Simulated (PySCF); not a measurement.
CCl₃, SMILES Cl[C](Cl)Cl, multiplicity 2. Atoms are numbered in the order given.

```xyz
4

Cl    -1.4602    -0.8430    -0.0313
C      0.0000     0.0000     0.2657
Cl     1.4602    -0.8430    -0.0313
Cl     0.0000     1.6860    -0.0313
```
Charge 0, spin multiplicity 2.

Coordinates come from a PBE0-D3(BJ)/def2-SVP optimisation. The isomer is the one that the SMILES or the coordinates give; other isomers of the formula were not compared.

Calculation: B3LYP/def2-TZVPD (PySCF).

Mulliken values depend strongly on the basis, most of all with diffuse functions as here. ESP charges are fitted to the potential on shells at 1.4 to 2.0 van der Waals radii. Atomic charges (e):

```csv
atom,Mulliken,meta-Löwdin,ESP fit,Mulliken spin
Cl1,-0.14,___,0.02,0.09
C2,0.42,___,-0.07,0.73
Cl3,-0.14,___,0.02,0.09
Cl4,-0.14,___,0.02,0.09
```

Problem. Complete the blanks. (An estimate is asked for; the answer gives what the named calculation found.)

Solution. 
- Cl1, meta-Löwdin: 0.04
- C2, meta-Löwdin: -0.11
- Cl3, meta-Löwdin: 0.04
- Cl4, meta-Löwdin: 0.04
